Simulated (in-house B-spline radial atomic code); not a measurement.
Configurations of Mo³⁺, with energies counted from [Kr] 4d3. Computed with an all-electron radial atomic-structure program (B-spline basis): scalar-relativistic (X2C) BLYP, spin-polarised, spherical fractional occupations, Fermi nucleus of rms radius 4.4091 fm. Shells without spins written out take the highest spin.

Occupations are held fixed; configurations that lie above the ionisation limit could autoionise.

| configuration | E - E(ref) (eV) | highest orbital | its <r> (bohr) |
| --- | --- | --- | --- |
| [Kr] 4d2 5s1 | 7.0667 | 5s up | 2.611 |
| [Ar] 3d10 4s2 4p5 4d4 | 34.197 | 4d up | 1.569 |
| [Ar] 3d10 4s2 4p5 4d3 5p1 | 49.051 | 5p up | 2.95 |
| [Ar] 3d9 4s2 4p6 4d3 5s1 | 237.19 | 5s up | 2.552 |
| [Ar] 3d9 4s2 4p6 4d3 4f1 | 255.41 | 4f up | 3.387 |
| [Ar] 3d(5 up, 4 down) 4s2 4p6 4d(0 up, 3 down) 4f(0 up, 1 down) | 255.88 | 4f down | 3.386 |
| [Ar] 3d9 4s2 4p6 4d3 5f1 | 260.62 | 5f up | 6.247 |

Question: Order these further configurations by energy, lowest first.
A. [Ar] 3d9 4s2 4p6 4d4
B. [Kr] 4d(2 up, 0 down) 5s(0 up, 1 down)
C. [Ar] 3d10 4s2 4p(3 up, 2 down) 4d(3 up, 0 down) 5s(1 up, 0 down)
D. [Ar] 3d10 4s2 4p5 4d3 5d1
E. [Kr] 4d(2 up, 1 down)

Answer: E (1.5086 eV), B (7.7256 eV), C (42.432 eV), D (58.03 eV), A (228.09 eV).

Question: How far above the reference does [Ar] 3d(4 up, 5 down) 4s2 4p6 4d(2 up, 1 down) 5d(0 up, 1 down) lie?

Answer: 254.98 eV; its least bound orbital is 5d down with <r> = 3.899 bohr.

Question: How far above the reference does [Ar] 3d10 4s2 4p5 4d3 5f1 lie?

Answer: 65.494 eV; its least bound orbital is 5f up with <r> = 6.287 bohr.
